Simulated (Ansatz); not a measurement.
`C[SiH](Cl)[SnH3]` + H₂ → `Cl[SiH2][SnH3]` + CH₄ at 298.15 K and 1 bar (hydrogenolysis of the Si–C bond).

Gas-phase electronic energies from Ansatz, PBE0-D4/def2-TZVP geometries. CCSD(T)/CBS is the MP2 limit (def2-TZVPP, def2-QZVPP) plus CCSD(T) − MP2 in def2-TZVPP, frozen cores. This one scheme is used for every species. Elements past krypton have def2 core potentials. For Sn outer-core shells are correlated without core-valence functions, which leaves a few kJ/mol of doubt a bond.

```
           species  CCSD(T)/CBS energy (Eh)  H − E (kJ/mol)  S (J/(mol·K))
`C[SiH](Cl)[SnH3]`              -1005.19559           202.1          388.1
                H₂                 -1.17544            35.1          130.4
  `Cl[SiH2][SnH3]`               -965.91563           121.6          350.5
               CH₄                -40.46206           127.4          186.2
```

H − E and S are ideal-gas, rigid-rotor, harmonic terms from PBE0-D4/def2-TZVP, for one conformer and one mirror image of each species. The MP2-based limit puts H₂ 0.8 mEh under its directly extrapolated value; such offsets cancel only in part. 1 Eh = 2625.50 kJ/mol, R = 8.31446 J/(mol·K).

Problem. By hand: ΔE, ΔH, ΔS and ΔG.

Solution. ΔE = (-965.91563) + (-40.46206) − (-1005.19559) − (-1.17544) = -0.00666 Eh = -17.5 kJ/mol. Δ(H − E) = 121.6 + 127.4 − 202.1 − 35.1 = 11.8, so ΔH = -5.7 kJ/mol. ΔS = 350.5 + 186.2 − 388.1 − 130.4 = 18.2 J/(mol·K). ΔG = -5.7 − 298.15 × (18.2)/1000 = -11.1 kJ/mol.

Problem. By hand: the equilibrium constant, and the temperature at which ΔG would vanish if ΔH and ΔS stayed fixed.

Solution. log₁₀ K = −ΔG/(RT ln 10) = 1.9. ΔH and −TΔS have one sign here, so there is no such temperature.

TΔS isn't small against ΔH here. A doubt of 5 kJ/mol in ΔE shifts log₁₀ K by 0.9 here. Other conformers and mirror images would add mixing entropy, several J/(mol·K) or more a flexible species. These are equilibria of isolated gas molecules and say nothing of rates. Largest T1 diagnostic: 0.012 (customary marks: 0.02 for closed shells, 0.045 for open ones).
